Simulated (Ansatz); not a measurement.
Molecule: sum formula InO2H2, charge -1, multiplicity 1. 
Geometry from a B3LYP-D3(BJ)/def2-TZVP (Ansatz, a quantum-chemistry and plane-wave program) optimisation:
```xyz
5

In     0.2010     0.0942     0.3470
O      0.7655     0.2524    -1.6972
H     -0.0073    -0.0796    -2.1716
O     -1.7179    -0.7089    -0.2281
H     -2.2227    -0.8865     0.5731
```
Charge -1, spin multiplicity 1.

Basis-set convergence of Hartree-Fock and CCSD(T) correlation energies (hartree) with Ansatz. Correlated levels leave the core frozen unless marked. No spin-orbit coupling. Frozen are the shells of the preceding noble gas and the d and f shells that filled before the atom's block. Past Kr the def2 sets carry scalar-relativistic core potentials.

```csv
basis,functions,E(HF),"E(corr, CCSD(T))",rough core time
def2-SVPD,94,-340.05380,-0.51256,under 20 s
def2-TZVPPD,170,?,?,20 s
```

Task: Some entries are withheld; supply them.

Result: 
- def2-TZVPPD, E(HF): -340.23541
- def2-TZVPPD, E(corr, CCSD(T)): -0.61366
